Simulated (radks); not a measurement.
Results of a calculation; reference values are marked as such.
Initial-state core-level shifts of the hafnium ion Hf2+ when its valence configuration changes from [Xe] 4f14 5d2. Code: a radial shooting solver on a logarithmic mesh with Libxc functionals. Model: scalar-relativistic Kohn-Sham, BLYP, spin-polarised, spherical densities, point nucleus; open shells are filled with parallel spins first (spin-orbit coupling, left out, can overturn this in heavy ions). Shifts are changes of the shell-averaged eigenvalues in eV (positive: less bound).

valence                    1s       4s       5s       5p
4f13 5d2 6p1          -12.773  -13.945   -8.568   -7.376
4f14 5d1.5 6s0.5       -1.316   -1.348   -1.355   -1.265
4f14 5d1 6s1           -2.680   -2.742   -2.749   -2.562
4f14 6p2               -8.394   -8.486   -8.428   -7.939
4f13 5d1.5 6s0.5 6p1  -14.303  -15.502  -10.078   -8.773
4f14 5d1 6p1           -4.120   -4.171   -4.167   -3.945
4f13 5d3               -8.431   -9.551   -4.252   -3.289
4f12 5d2 6p2          -26.690  -29.009  -17.372  -14.923
4f13 5d2 6s1          -11.355  -12.536   -7.180   -6.016
